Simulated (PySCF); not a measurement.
Job file and geometry (Å, from PBE0-D3(BJ)/def2-SVP) of an NMR shielding run on bis(5-chloropentyl)phosphine oxide, C$_{10}$H$_{21}$Cl$_{2}$OP, GIAO KT3/pcSseg-1 NMR shielding, non-relativistic, gas phase in PySCF 2.14.0, density-fitted response routines; density fitting, a coarse starting grid and PySCF grid level 2 are the driver's defaults:

```
$ OMP_NUM_THREADS=1 python probes_run.py task.json out

{"job": {"kind": "nmr", "xc": "KT3", "basis": "pcSseg-1", "pop": false}, "charge": 0, "multiplicity": 1}
O     -0.145486    -1.331249     2.047550
P      0.343813    -0.309356     1.069187
C      1.747814     0.687456     1.658718
C      2.363810     1.645248     0.648875
C      3.606280     2.342219     1.185825
C      4.232904     3.303781     0.188759
C      5.459945     4.023517     0.706875
Cl     5.086800     5.077093     2.107893
C     -0.946164     0.854705     0.523449
C     -2.196558     0.108060     0.065268
C     -3.379251     1.012570    -0.262711
C     -3.969330     1.727778     0.944050
C     -5.145653     2.623080     0.619665
Cl    -4.681077     3.990618    -0.444809
H      0.839569    -0.830508    -0.171942
H      1.393393     1.218171     2.559023
H      2.488132    -0.050227     2.012883
H      2.621129     1.096177    -0.275215
H      1.622996     2.407716     0.351626
H      3.352091     2.895343     2.105315
H      4.351995     1.583044     1.483264
H      4.535574     2.755032    -0.721631
H      3.488140     4.051958    -0.132531
H      6.231120     3.314793     1.042819
H      5.898778     4.671502    -0.063665
H     -0.552603     1.513376    -0.269348
H     -1.163010     1.488867     1.400225
H     -1.948049    -0.491053    -0.827303
H     -2.472624    -0.617212     0.849079
H     -4.170088     0.403591    -0.734225
H     -3.082320     1.763107    -1.014797
H     -4.316053     0.982564     1.682748
H     -3.201093     2.333608     1.452710
H     -5.940632     2.073341     0.094698
H     -5.573534     3.068251     1.527860
```

Task: What does the program print?

Result: 
```
coarse grid: 29840 points
cycle   1  E = -1746.3594930062  dE =  1.173e+00  |g| = 1.199e+00  |ddm| = 5.297e+00
cycle   2  E = -1743.9395212646  dE =  2.420e+00  |g| = 3.164e+00  |ddm| = 7.852e+00
cycle   3  E = -1746.5784594708  dE = -2.639e+00  |g| = 6.228e-01  |ddm| = 7.470e+00
cycle   4  E = -1746.6681488059  dE = -8.969e-02  |g| = 2.519e-01  |ddm| = 1.041e+00
cycle   5  E = -1746.6819374576  dE = -1.379e-02  |g| = 6.575e-02  |ddm| = 2.777e-01
cycle   6  E = -1746.6829531581  dE = -1.016e-03  |g| = 2.158e-02  |ddm| = 9.367e-02
cycle   7  E = -1746.6830617670  dE = -1.086e-04  |g| = 6.357e-03  |ddm| = 2.862e-02
cycle   8  E = -1746.6830698506  dE = -8.084e-06  |g| = 2.391e-03  |ddm| = 7.572e-03
final grid: 271520 points
cycle   9  E = -1746.7518113299  dE = -4.059e-04  |g| = 3.553e-02  |ddm| = 8.751e-02
cycle  10  E = -1746.7511165329  dE =  6.948e-04  |g| = 6.619e-02  |ddm| = 1.067e-01
cycle  11  E = -1746.7519414425  dE = -8.249e-04  |g| = 1.719e-02  |ddm| = 9.286e-02
cycle  12  E = -1746.7519968482  dE = -5.541e-05  |g| = 3.891e-03  |ddm| = 2.301e-02
cycle  13  E = -1746.7520008600  dE = -4.012e-06  |g| = 7.952e-04  |ddm| = 4.692e-03
cycle  14  E = -1746.7520010215  dE = -1.615e-07  |g| = 1.110e-04  |ddm| = 9.124e-04
cycle  15  E = -1746.7520010240  dE = -2.540e-09  |g| = 4.892e-05  |ddm| = 1.579e-04
cycle  16  E = -1746.7520010246  dE = -6.125e-10  |g| = 9.913e-06  |ddm| = 5.950e-05
converged SCF energy = -1746.7520010246

GIAO shielding tensors (ppm)
atom      isotropic    diamagn.    paramagn.     s11        s22        s33       span
  0 O      224.296     397.534    -173.238    114.880    253.460    304.549    189.669
  1 P      330.129     972.465    -642.336    236.402    261.684    492.300    255.898
  2 C      147.943     264.435    -116.493    124.945    145.471    173.412     48.468
  3 C      156.244     254.516     -98.272    143.559    154.185    170.989     27.430
  4 C      149.383     248.866     -99.483    127.129    152.235    168.787     41.658
  5 C      145.376     241.632     -96.256    133.291    142.401    160.436     27.146
  6 C      130.648     238.952    -108.304    100.512    133.688    157.743     57.231
  7 Cl     847.869    1142.912    -295.043    669.546    798.887   1075.174    405.628
  8 C      152.956     265.957    -113.001    138.890    152.727    167.250     28.359
  9 C      157.256     251.417     -94.160    146.565    155.917    169.287     22.721
 10 C      152.049     249.963     -97.913    136.182    153.030    166.936     30.753
 11 C      148.333     245.453     -97.120    131.669    147.410    165.920     34.251
 12 C      130.266     241.705    -111.439     99.491    133.440    157.867     58.376
 13 Cl     847.700    1146.387    -298.687    666.074    802.099   1074.925    408.851
 14 H       24.345      35.551     -11.206     21.626     22.703     28.707      7.081
 15 H       29.782      36.232      -6.450     26.743     30.174     32.431      5.688
 16 H       29.589      35.672      -6.084     25.017     30.055     33.694      8.676
 17 H       30.247      38.411      -8.164     25.240     31.949     33.550      8.310
 18 H       30.485      38.275      -7.790     24.260     31.775     35.422     11.162
 19 H       29.370      29.456      -0.086     23.493     30.169     34.449     10.956
 20 H       30.461      32.117      -1.657     25.505     31.594     34.283      8.779
 21 H       29.763      30.546      -0.782     24.758     30.004     34.528      9.770
 22 H       29.891      29.203       0.688     25.319     30.832     33.523      8.205
 23 H       27.946      22.531       5.415     22.416     27.564     33.858     11.442
 24 H       27.602      20.337       7.265     21.183     27.473     34.149     12.965
 25 H       30.339      40.397     -10.058     24.901     31.312     34.804      9.903
 26 H       29.954      38.367      -8.413     24.381     32.033     33.447      9.065
 27 H       29.865      36.450      -6.585     24.140     29.973     35.483     11.342
 28 H       29.336      35.567      -6.232     23.812     30.600     33.595      9.783
 29 H       29.989      31.774      -1.785     24.508     29.866     35.592     11.085
 30 H       29.454      32.216      -2.762     24.554     30.351     33.457      8.903
 31 H       29.929      29.998      -0.069     24.838     29.862     35.086     10.248
 32 H       29.611      31.881      -2.270     24.358     31.136     33.339      8.981
 33 H       27.926      24.097       3.829     22.216     27.505     34.058     11.841
 34 H       27.544      22.926       4.617     21.269     27.352     34.010     12.741
```

Task: Turn these shieldings into chemical shifts. References, each an isolated molecule treated in the same way: $^{17}$O (σref 329.03) against H2O; $^{31}$P (σref 332.35) vs H3PO4; TMS for $^{13}$C (σref 182.31), $^{1}$H (σref 31.32); HCl for $^{35}$Cl (σref 934.56).

Result: Averaging equivalent atoms: O 0: 104.7; P 1: 2.2; C 6/12: 51.8; C 5/11: 35.5; C 2/8: 31.9; C 4/10: 31.6; C 3/9: 25.6; Cl 7/13: 87; H 14: 6.97; H 23/34: 3.58; H 24/33: 3.56; H 19/29: 1.64; H 21/32: 1.63; H 16/26: 1.55; H 17/28: 1.53; H 22/31: 1.41; H 20/30: 1.36; H 15/25: 1.26; H 18/27: 1.14 ppm. Experimental scales use liquid or dissolved standards, which lie at an offset from isolated H2O (liquid H2O: subtract about 36 ppm) and H3PO4.

Size and cost of the density-fitted run: 364 basis functions, 2 min wall time on 1 thread of an AMD EPYC 9R45 96-Core, shared host; peak memory 1.8 GiB.
